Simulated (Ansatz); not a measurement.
C2H4OSi, SMILES `C=C[Si]O` (lower singlet; C–C–Si–O torsion 180°, C–Si–O–H torsion 0°) (charge 0, multiplicity 1). This singlet lies 1.73 eV below the relaxed triplet at the level B3LYP/cc-pVTZ // PBE0-D3(BJ)/def2-TZVP (Ansatz, a quantum-chemistry and plane-wave program).

The numbers are results of PBE/cc-pVTZ // PBE0-D3(BJ)/def2-TZVP (Ansatz), not measurements.

Ansatz 0.2 input:
```yaml
crystal:
  periodic: [false, false, false]
  atoms:
    - { symbol: C, position_ang: [-1.495651, 0.061783, -0.240444] }
    - { symbol: C, position_ang: [-0.23848, 0.221197, 0.18221] }
    - { symbol: Si, position_ang: [1.018677, -1.051633, -0.416675] }
    - { symbol: O, position_ang: [2.415279, -0.522406, 0.298574] }
    - { symbol: H, position_ang: [-1.760876, -0.766769, -0.896031] }
    - { symbol: H, position_ang: [-2.31065, 0.727287, 0.033181] }
    - { symbol: H, position_ang: [-0.019807, 1.066758, 0.838317] }
    - { symbol: H, position_ang: [2.39151, 0.263784, 0.851218] }
basis:
  gaussian: { orbitals: cc-pVTZ }
hamiltonian:
  xc: pbe
```

Output:

```
Functional definition: PBE
1010 factors; their error is unknown
mean field evaluation 1: about -12042.3562 eV, gradient 8.2e1 eV
mean field evaluation 2: about -11996.3004 eV, gradient 1.6e2 eV
mean field evaluation 4: about -12055.3828 eV, gradient 1.6e1 eV
mean field evaluation 8: about -12055.9756 eV, gradient 8.5e-2 eV
mean field evaluation 16: about -12055.9363 eV, gradient 6.4e-5 eV
mean field -12055.93630980 eV, -443.0474875780 hartree, gradient 6.4e-5 eV, S^2 0.000000; 0 other end points of the search recorded, 0 dependent functions left out
reference -12055.93634533 eV, -443.0474888838 hartree; 19, 19 occupied and 161, 161 virtual orbitals, 1010 factors
Total energy: -12055.93634533 eV, -443.0474888838 hartree
```
